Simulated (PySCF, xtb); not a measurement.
B2F3, multiplicity 2. Atoms are numbered in the order given.

```xyz
5

F      2.2205     0.1575     0.0000
B      1.0623    -0.4205     0.0000
B     -0.5642    -0.0176     0.0000
F     -1.2486     0.0429    -1.1313
F     -1.2486     0.0429     1.1313
```
Charge 0, spin multiplicity 2.

Geometry optimised at PBE0-D3(BJ)/def2-SVP. The isomer is the one that the SMILES or the coordinates give; other isomers of the formula were not compared. Other conformers were not sampled.

These are PySCF with C-PCM-PBE0/def2-SVP values and carry that method's errors.

The values are the electrostatic part of the solvation free energy, E(continuum) − E(gas) at the gas-phase geometry, in a cavity of scaled van der Waals radii (PySCF's table); cavitation and dispersion terms are not included. The dipole moment in vacuum is 1.06 D.

**Question.** Estimate the values in water (ε = 78.36), chloroform (ε = 4.71), methanol (ε = 32.61). (The exact figures need the calculation; the answer reports its results.)

**Answer.** 
| solvent | ε | ΔG(elec) (kcal/mol) | dipole (D) |
|---|---|---|---|
| water | 78.36 | -1.6 | 1.21 |
| chloroform | 4.71 | -1.2 | 1.18 |
| methanol | 32.61 | -1.5 | 1.21 |

For comparison, GFN2-xTB/ALPB(water) (xtb, at the GFN2-xTB geometry, all terms of that model) gives -2.6 kcal/mol.
